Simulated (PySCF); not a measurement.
C₁₀H₁₂.
Atom-mapped SMILES: `[cH:1]1[cH:2][cH:3][c:4]([CH:5]2[CH2:6][CH2:7][CH2:8]2)[cH:9][cH:10]1` (hydrogens: H11 on C1; H12 on C2; H13 on C3; H14 on C5; H15, H16 on C6; H17, H18 on C7; H19, H20 on C8; H21 on C9; H22 on C10)

Level of theory: PBE0-D3(BJ)/def2-SVP geometry optimisation, gas phase in PySCF.

(1) List the bond lengths, angles and torsions at this level.

## Answers

(1) 
| bond | length (Å) |
| --- | --- |
| C1–C2, C1–C10 | 1.394 |
| C2–C3, C9–C10 | 1.393 |
| C3–C4, C4–C9 | 1.400 |
| C4–C5 | 1.500 |
| C5–C6, C5–C8 | 1.548 |
| C6–C7, C7–C8 | 1.539 |
| C1–H11 | 1.093 |
| C2–H12, C10–H22 | 1.093 |
| C3–H13, C9–H21 | 1.094 |
| C5–H14 | 1.102 |
| C6–H15, C8–H20 | 1.101 |
| C6–H16, C8–H19 | 1.101 |
| C7–H17 | 1.101 |
| C7–H18 | 1.100 |

Bonds in one row agree within 0.01 Å and their mean is given. A selection of angles:
| angle | degrees |
| --- | --- |
| C2–C1–C10 | 119.4 |
| C2–C1–H11 | 120.2 |
| C1–C2–C3 | 120.2 |
| C1–C2–H12 | 120.0 |
| C3–C2–H12 | 119.8 |
| C2–C3–C4 | 121.1 |
| C2–C3–H13 | 119.2 |
| C4–C3–H13 | 119.7 |
| C3–C4–C5 | 121.2 |
| C3–C4–C9 | 118.0 |
| C4–C5–C6 | 120.2 |
| C4–C5–H14 | 108.9 |
| C6–C5–C8 | 87.6 |
| C6–C5–H14 | 108.9 |
| C5–C6–C7 | 88.7 |
| C5–C6–H15 | 117.5 |
| C5–C6–H16 | 110.8 |
| C7–C6–H15 | 118.9 |
| C7–C6–H16 | 111.5 |
| H15–C6–H16 | 108.3 |
| C6–C7–C8 | 88.2 |
| C6–C7–H17 | 111.6 |
| C6–C7–H18 | 117.9 |
| H17–C7–H18 | 108.3 |

Dihedral angles: C3–C4–C5–C6 -55° (synclinal); C4–C5–C6–C7 144° (anticlinal); C5–C6–C7–C8 -20° (synperiplanar); C6–C7–C8–C5 20° (synperiplanar); C4–C5–C8–C7 -144° (anticlinal).

Of the pairs four or more bonds apart, H14···H21 is among the closest relative to their van der Waals radii: 2.31 Å, 96 % of the sum of Bondi's values. The 6-membered ring C1–C2–C3–C4–C9–C10 has internal angles of 118.0° to 121.2°; it is planar, 0.00 Å rms from its mean plane, widest ring torsion 0°. The C–C distances run from 1.392 Å (C2–C3, aromatic) to 1.549 Å (C5–C6, drawn single), a spread of 0.157 Å. The 4-membered ring C5–C6–C7–C8 has internal angles of 87.6° to 88.7°; it is puckered, 0.13 Å rms from its mean plane, widest ring torsion 20°.

No frequency check. One conformer, not necessarily the lowest.
